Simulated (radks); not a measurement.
Results of a calculation; reference values are marked as such.
Neutral ruthenium inside a hard spherical wall (all orbitals vanish at R), configuration held at [Kr] 4d7 5s1 and not refilled when levels cross. Code: a radial shooting solver on a logarithmic mesh with Libxc functionals. Model: scalar-relativistic Kohn-Sham, r2SCAN, spin-unpolarised, spherical densities, finite nucleus; meta-GGA in the generalised Kohn-Sham scheme; Fermi nuclear charge, rms radius 4.4809 fm. Eigenvalues in eV, with the zero of energy where the potential of the charges vanishes at infinity; a dash marks a level that is unbound or too diffuse for the functional's potential to be trusted. A positive occupied level is held by the wall or, in an anion where self-interaction has pushed it up, behind a barrier. The pressure on the wall is -dE/dV.

R (bohr)  E (hartree)  kinetic (hartree)    e(4s)    e(4p)   e(4d)   e(5s)  e(5p, empty)  e(6s, empty)  pressure (GPa)
free      -4531.29611           4685.834  -78.556  -47.834  -5.271  -4.156             -             -               0
20        -4531.29611           4685.834  -78.556  -47.834  -5.271  -4.156        -0.645             -        < 0.0001
10        -4531.29570           4685.838  -78.522  -47.800  -5.239  -4.124        -0.439         2.708          0.0106
7         -4531.28505           4685.908  -78.095  -47.374  -4.845  -3.664         0.700         8.670           0.586
5         -4531.18597           4686.392  -76.034  -45.361  -3.007  -0.992         5.122        25.365            12.6
3.5       -4530.49046           4689.178  -68.855  -38.514   3.775  11.517        22.120        75.887             227
3         -4529.53812           4692.797  -62.842  -32.765  10.152  25.289        39.285        120.26             756
2.5       -4527.00158           4702.295  -51.821  -21.802  23.196  56.129        75.388        204.95            3100
